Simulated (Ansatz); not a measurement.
Program: Ansatz. Geometries: PBE0-D4/def2-TZVP. ΔE: electronic, gas phase. CCSD(T)/CBS is the MP2 limit (def2-TZVPP, def2-QZVPP) plus CCSD(T) − MP2 in def2-TZVPP, frozen cores. Functionals use def2-TZVPP. B3LYP here is the variant with VWN-RPA as its local correlation; programs differ in this. For Ga outer-core shells are correlated without core-valence functions, which leaves a few kJ/mol of doubt a bond. Scalar relativity is left out up to krypton. Each species was taken in one conformer, which may not be the lowest.

Reaction (formal exchange of groups at a C–N bond): `C=C[NH][GaH2]` + `B[SiH2]F` → `B[SiH](F)C=C` + `[NH2][GaH2]`

| level | ΔE (kJ/mol) | difference from CCSD(T)/CBS |
| --- | --- | --- |
| PBE-D4 | -28.0 | 13.3 |
| r2SCAN-D4 | -32.6 | 8.7 |
| PBE0-D4 | -31.1 | 10.2 |
| B3LYP-D4 | -31.0 | 10.3 |
| ωB97X-V | -35.3 | 6.0 |
| ωB97M-V | -38.8 | 2.5 |
| B2PLYP | -33.6 | 7.7 |
| PBE | -27.2 | 14.1 |
| r2SCAN | -32.3 | 9.0 |
| PBE0 | -30.4 | 10.9 |
| B3LYP | -29.8 | 11.5 |
| HF/def2-TZVPP | -34.9 | 6.4 |
| MP2/def2-TZVPP | -37.7 | 3.6 |
| SCS-MP2/def2-TZVPP | -36.7 | 4.6 |
| CCSD/def2-TZVPP | -38.3 | 3.0 |
| CCSD(T)/def2-TZVPP | -37.8 | 3.5 |
| HF/def2-QZVPP | -35.1 | 6.2 |
| MP2/def2-QZVPP | -39.8 | 1.5 |
| SCS-MP2/def2-QZVPP | -39.0 | 2.3 |
| HF/CBS(def2) | -35.1 | 6.2 |
| MP2/CBS(def2) | -41.2 | 0.1 |
| CCSD/CBS(def2) | -41.7 | -0.4 |
| CCSD(T)/CBS | -41.3 | 0 |

Largest T1 diagnostic among the species: 0.014.

From PBE to PBE0 (25 % exact exchange), in def2-TZVPP and without D4, ΔE moves by −3.2 kJ/mol.
